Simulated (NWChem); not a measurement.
System: C$_{4}$H$_{4}$F$_{2}$; SMILES C=C(F)/C=C\F

```xyz
10

C      0.3351     2.2361     0.0000
C      0.0093     0.9387     0.0000
F     -1.2761     0.5822     0.0000
C      0.9547    -0.1640     0.0000
C      0.6826    -1.4740     0.0000
F     -0.5354    -1.9851     0.0000
H     -0.4434     2.9999     0.0000
H      1.3813     2.5402     0.0000
H      2.0123     0.1062     0.0000
H      1.4625    -2.2415     0.0000
```
Atoms are numbered in this order, from 1.

All runs: NWChem. Pople sets run with spherical d functions. Coordinates come from a PBE0/def2-SVP optimisation. Level r2SCAN/6-31G*: energy and gradient on several grids; changes count from the extra-fine grid, which is no exact limit either.

```
grid     size of the energy change (μHa)  largest change of a gradient component (μHa/bohr)  time, medium = 1 (rough)
-------  -------------------------------  -------------------------------------------------  ------------------------
xcoarse                             6000                                               4000                   about 1
coarse                              2000                                                500                   about 1
medium                               700                                                100                   about 1
fine                                  10                                               < 30                   about 1
xfine                               < 10                                               < 30                         2
```
